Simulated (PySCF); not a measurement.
Job for PySCF: R-HF/STO-3G on C2H7GaO (a complex), monomers drawn apart or pushed together.

```python
from pyscf import gto, scf, dft, mp
from pyscf.data.elements import chemcore

mol = gto.M(
    atom='''
    C    -2.09771241    0.72574922    0.84035237
    C    -0.80056510    0.96829850    0.63759021
    Ga    0.58591417   -0.44820562    0.78712216
    H    -2.46736429   -0.27562250    1.04768516
    H    -2.85899081    1.50101804    0.79122098
    H    -0.52258509    1.99766768    0.41582842
    H     0.04333480   -1.93381441    0.80698346
    H     2.08954565   -0.13578614    0.46329397
    O     0.79346311   -0.28026770    3.89516539
    H    -0.03007692    0.21330082    4.02156599
    H     0.68041417   -1.13132649    4.33639004
    ''',
    basis='sto-3g',
    charge=0, spin=0, verbose=3, max_memory=1800)
mf = scf.RHF(mol)
mf.conv_tol = 1e-8
mf.max_cycle = 100
mf.kernel()
if not mf.converged:
    mf = mf.newton().run(mf.mo_coeff, mf.mo_occ)
```

Program output:

```
converged SCF energy = -2053.49101668985
```

Self-consistency was reached.

Cost: about 0.3 core-seconds (a rough figure).
